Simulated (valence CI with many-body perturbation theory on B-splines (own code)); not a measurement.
# E1 line list for Hg XLVII

Method: relativistic CI+MBPT: six valence electrons over a frozen Dirac-Fock core [Ar] 3d10, a basis of 9 s, 9 p, 8 d, 6 f, 3 g, 1 h functions for each j, with the one-electron correlation potential Σ1 (screened to all orders), the two-electron term Σ2, the three-electron term Σ3, Breit, model QED; selected single and double excitations, second order for the rest, scaled by the run's own slope (own B-spline code, finite nucleus).

The last digits are not significant, and no measured levels were compared; by estimate large intervals hold to a few tenths of a per cent, small ones and those within an open d or f shell to about a per cent. Among the levels kept, up to 650 cm⁻¹ of a level comes from second order outside the variational space, and about a tenth of that is noise between levels of different J, which matters for small intervals.

Lines 1 to 50 of 116 in falling wavelength, among levels below 3076.9 × 10³ cm⁻¹, chosen from the strongest by gf and those to the six lowest levels. Wavelengths and rates use the calculated energies. Electric multipoles are in the length gauge with retardation, E1 and E2 with the static RPA response of the core. Weak lines are less certain than strong ones. Lines between different terms over intervals too small for the method are left out, as are lines whose strength nearly cancels. The highest levels of a list are the least certain.

Levels are named by their leading jj configuration (3d3/2^4 stands for four electrons in 3d with j = 3/2), which in mixed levels can hold well under half, so a name can repeat and another be missing. Letters in brackets count levels of one name in rising energy.

```
λ vac (nm)                               Upper                               Lower   A (s⁻¹)  S (a.u.) with core polarisation  S without
     306.5          (4s^2 4p1/2^2 4d3/2^2) J=2  (4s^2 4p1/2 4p3/2^2 4d5/2) J=1 [a]  4.81e+00                         3.42e-07   3.76e-07
     237.9  (4s^2 4p1/2 4p3/2^2 4d5/2) J=1 [b]          (4s^2 4p1/2^2 4d3/2^2) J=0  3.56e+00                         7.10e-08   8.00e-08
     219.3  (4s^2 4p1/2 4p3/2^2 4d5/2) J=2 [a]          (4s^2 4p1/2^2 4d3/2^2) J=2  4.29e+01                         1.12e-06   1.18e-06
     185.0          (4s^2 4p1/2^2 4d3/2^2) J=2  (4s^2 4p1/2 4p3/2^2 4d3/2) J=1 [c]  1.46e+02                         2.28e-06   2.34e-06
     132.0  (4s^2 4p1/2 4p3/2^2 4d5/2) J=3 [b]          (4s^2 4p1/2^2 4d3/2^2) J=2  2.39e+01                         1.90e-07   2.01e-07
     108.1          (4s^2 4p1/2^2 4d3/2^2) J=2  (4s^2 4p1/2 4p3/2^2 4d5/2) J=3 [a]  5.09e+03                         1.58e-05   1.68e-05
     90.80  (4s^2 4p1/2 4p3/2^2 4d5/2) J=2 [b]          (4s^2 4p1/2^2 4d3/2^2) J=2  2.40e+03                         4.44e-06   4.72e-06
     88.79          (4s^2 4p1/2^2 4d3/2^2) J=0  (4s^2 4p1/2 4p3/2^2 4d5/2) J=1 [a]  4.66e+03                         1.61e-06   1.73e-06
     82.15          (4s^2 4p1/2^2 4d3/2^2) J=2  (4s^2 4p1/2 4p3/2^2 4d3/2) J=1 [b]  2.59e+04                         3.54e-05   3.76e-05
     81.94  (4s^2 4p1/2 4p3/2^2 4d5/2) J=1 [b]          (4s^2 4p1/2^2 4d3/2^2) J=2  9.73e+02                         7.93e-07   8.39e-07
     76.49          (4s^2 4p1/2^2 4d3/2^2) J=2  (4s^2 4p1/2 4p3/2^2 4d3/2) J=2 [c]  2.88e+05                         3.18e-04   3.37e-04
     74.60          (4s^2 4p1/2^2 4d3/2^2) J=0  (4s^2 4p1/2 4p3/2^2 4d3/2) J=1 [c]  2.02e+04                         4.14e-06   4.33e-06
     73.22                  (4s^2 4p3/2^4) J=0            (4s 4p1/2^2 4p3/2^3) J=1  2.05e+06                         3.98e-04   4.20e-04
     71.36          (4s^2 4p1/2^2 4d3/2^2) J=2  (4s^2 4p1/2 4p3/2^2 4d3/2) J=3 [b]  3.98e+05                         3.57e-04   3.78e-04
     65.38  (4s^2 4p1/2 4p3/2^2 4d5/2) J=3 [c]          (4s^2 4p1/2^2 4d3/2^2) J=2  5.26e+04                         5.08e-05   5.39e-05
     61.89  (4s^2 4p1/2 4p3/2^2 4d3/2) J=1 [a]                  (4s^2 4p3/2^4) J=0  2.60e+05                         9.12e-05   9.71e-05
     58.62  (4s^2 4p1/2 4p3/2^2 4d5/2) J=2 [c]          (4s^2 4p1/2^2 4d3/2^2) J=2  4.36e+03                         2.17e-06   2.32e-06
     49.57          (4s^2 4p1/2^2 4d3/2^2) J=0  (4s^2 4p1/2 4p3/2^2 4d3/2) J=1 [b]  5.28e+06                         3.17e-04   3.36e-04
     45.82          (4s^2 4p1/2^2 4d3/2^2) J=2  (4s^2 4p1/2 4p3/2^2 4d3/2) J=2 [b]  6.73e+03                         1.60e-06   1.58e-06
     42.83      (4s^2 4p1/2^2 4p3/2 4d3/2) J=2            (4s^2 4p1/2 4p3/2^3) J=2  1.28e+06                         2.48e-04   2.63e-04
     38.01      (4s^2 4p1/2^2 4p3/2 4d3/2) J=1            (4s^2 4p1/2 4p3/2^3) J=2  9.67e+06                         7.86e-04   8.33e-04
     37.15      (4s^2 4p1/2^2 4p3/2 4d3/2) J=3            (4s^2 4p1/2 4p3/2^3) J=2  2.10e+05                         3.71e-05   3.89e-05
     36.56      (4s^2 4p1/2^2 4p3/2 4d3/2) J=2            (4s^2 4p1/2 4p3/2^3) J=1  4.98e+05                         6.00e-05   6.37e-05
     33.29      (4s^2 4p1/2^2 4p3/2 4d3/2) J=0            (4s^2 4p1/2 4p3/2^3) J=1  2.90e+06                         5.28e-05   5.55e-05
     32.99      (4s^2 4p1/2^2 4p3/2 4d3/2) J=1            (4s^2 4p1/2 4p3/2^3) J=1  1.39e+06                         7.41e-05   7.91e-05
     32.79          (4s^2 4p1/2^2 4d3/2^2) J=2  (4s^2 4p1/2 4p3/2^2 4d3/2) J=3 [a]  8.73e+06                         7.59e-04   8.06e-04
     29.47          (4s^2 4p1/2^2 4d3/2^2) J=2  (4s^2 4p1/2 4p3/2^2 4d3/2) J=2 [a]  3.89e+05                         2.46e-05   2.59e-05
     29.45          (4s^2 4p1/2^2 4d3/2^2) J=2  (4s^2 4p1/2 4p3/2^2 4d3/2) J=1 [a]  3.45e+04                         2.17e-06   2.38e-06
     26.36  (4s^2 4p1/2 4p3/2^2 4d3/2) J=1 [b]                  (4s^2 4p3/2^4) J=0  7.87e+06                         2.13e-04   2.26e-04
     23.84          (4s^2 4p1/2^2 4d3/2^2) J=0  (4s^2 4p1/2 4p3/2^2 4d3/2) J=1 [a]  1.35e+07                         9.00e-05   9.57e-05
     22.37  (4s^2 4p1/2 4p3/2^2 4d3/2) J=1 [c]                  (4s^2 4p3/2^4) J=0  6.81e+03                         1.13e-07   1.62e-07
     21.35  (4s^2 4p1/2 4p3/2^2 4d5/2) J=1 [a]                  (4s^2 4p3/2^4) J=0  7.84e+07                         1.13e-03   1.20e-03
     19.44      (4s^2 4p1/2^2 4p3/2 4d5/2) J=2            (4s^2 4p1/2 4p3/2^3) J=2  8.39e+07                         1.52e-03   1.62e-03
     19.27                  (4s^2 4p3/2^4) J=0      (4s^2 4p1/2^2 4p3/2 4d5/2) J=1  2.23e+06                         7.89e-06   8.30e-06
     18.04      (4s^2 4p1/2^2 4p3/2 4d5/2) J=2            (4s^2 4p1/2 4p3/2^3) J=1  8.50e+07                         1.23e-03   1.31e-03
     16.19      (4s^2 4p1/2^2 4p3/2 4d5/2) J=3            (4s^2 4p1/2 4p3/2^3) J=2  5.48e+05                         8.04e-06   8.55e-06
     16.05  (4s^2 4p1/2 4p3/2^2 4d5/2) J=1 [b]                  (4s^2 4p3/2^4) J=0  5.39e+07                         3.30e-04   3.50e-04
     15.68          (4s^2 4p1/2^2 4d3/2^2) J=2            (4s 4p1/2^2 4p3/2^3) J=1  3.16e+05                         3.00e-06   3.10e-06
     15.37      (4s^2 4p1/2^2 4p3/2 4d5/2) J=1            (4s^2 4p1/2 4p3/2^3) J=2  1.20e+08                         6.46e-04   6.85e-04
     14.48      (4s^2 4p1/2^2 4p3/2 4d5/2) J=1            (4s^2 4p1/2 4p3/2^3) J=1  7.68e+06                         3.45e-05   3.68e-05
     13.93          (4s^2 4p1/2^2 4d3/2^2) J=0            (4s 4p1/2^2 4p3/2^3) J=1  1.87e+07                         2.50e-05   2.64e-05
     13.42          (4s^2 4p1/2^2 4d3/2^2) J=2            (4s 4p1/2^2 4p3/2^3) J=2  2.95e+06                         1.76e-05   1.87e-05
     11.03                  (4s^2 4p3/2^4) J=0      (4s^2 4p1/2^2 4p3/2 4d3/2) J=1  7.82e+06                         5.18e-06   5.46e-06
     10.81            (4s 4p1/2^2 4p3/2^3) J=2            (4s^2 4p1/2 4p3/2^3) J=2  1.29e+10                         4.03e-02   4.27e-02
     10.36            (4s 4p1/2^2 4p3/2^3) J=2            (4s^2 4p1/2 4p3/2^3) J=1  1.69e+10                         4.62e-02   4.90e-02
     9.804          (4s^2 4p1/2^2 4d3/2^2) J=2      (4s^2 4p1/2^2 4p3/2 4d5/2) J=1  1.03e+08                         2.39e-04   2.49e-04
     9.681            (4s 4p1/2^2 4p3/2^3) J=1            (4s^2 4p1/2 4p3/2^3) J=2  4.05e+10                         5.44e-02   5.76e-02
     9.497          (4s^2 4p1/2^2 4d3/2^2) J=2      (4s^2 4p1/2^2 4p3/2 4d5/2) J=3  3.02e+08                         6.37e-04   6.71e-04
     9.320            (4s 4p1/2^2 4p3/2^3) J=1            (4s^2 4p1/2 4p3/2^3) J=1  9.62e+09                         1.15e-02   1.22e-02
     9.091          (4s^2 4p1/2^2 4d3/2^2) J=0      (4s^2 4p1/2^2 4p3/2 4d5/2) J=1  1.19e+08                         4.41e-05   4.59e-05
```
